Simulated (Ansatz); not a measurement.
Program: Ansatz 0.2.0.

CH4ClInS, SMILES `[CH3][In]([SH])[Cl]` at its PBE0-D4/def2-TZVP geometry, where that method's forces vanish. Charge 0, multiplicity 1. In: def2 effective core potential.

| atom | x (Å) | y (Å) | z (Å) |
| --- | --- | --- | --- |
| C1 | -0.6597 | -1.4003 | 0.3661 |
| In2 | 0.1786 | 0.5198 | -0.0147 |
| S3 | 1.4583 | 1.2956 | -1.8570 |
| Cl4 | -0.1366 | 2.2359 | 1.5514 |
| H5 | -1.1401 | -1.3905 | 1.3429 |
| H6 | -1.3936 | -1.6347 | -0.4051 |
| H7 | 0.1282 | -2.1530 | 0.3462 |
| H8 | 1.5649 | 2.5272 | -1.3298 |

(1) For each bond, give half the difference of the two atoms' forces along it (eV/Å; positive pushes the atoms apart) under PBE-D4, r2SCAN-D4, B3LYP-D4, ωB97M-V in def2-TZVPP. (Estimate.)

Results:

(1) The calculation gave: 
```json
{"bond": "C1–In2", "length (Å)": "2.129", "PBE-D4": "0.01", "r2SCAN-D4": "0.03", "B3LYP-D4": "0.13", "ωB97M-V": "-0.01"}
{"bond": "C1–H5", "length (Å)": "1.089", "PBE-D4": "0.09", "r2SCAN-D4": "-0.03", "B3LYP-D4": "-0.09", "ωB97M-V": "-0.04"}
{"bond": "C1–H6", "length (Å)": "1.090", "PBE-D4": "0.09", "r2SCAN-D4": "-0.03", "B3LYP-D4": "-0.09", "ωB97M-V": "-0.04"}
{"bond": "C1–H7", "length (Å)": "1.090", "PBE-D4": "0.09", "r2SCAN-D4": "-0.03", "B3LYP-D4": "-0.09", "ωB97M-V": "-0.04"}
{"bond": "In2–S3", "length (Å)": "2.373", "PBE-D4": "0.15", "r2SCAN-D4": "0.05", "B3LYP-D4": "0.14", "ωB97M-V": "-0.04"}
{"bond": "In2–Cl4", "length (Å)": "2.345", "PBE-D4": "0.17", "r2SCAN-D4": "0.05", "B3LYP-D4": "0.19", "ωB97M-V": "-0.01"}
{"bond": "S3–H8", "length (Å)": "1.344", "PBE-D4": "0.25", "r2SCAN-D4": "0.01", "B3LYP-D4": "-0.02", "ωB97M-V": "-0.09"}
```

B3LYP here is the variant with VWN-RPA as its local correlation; programs differ in this.
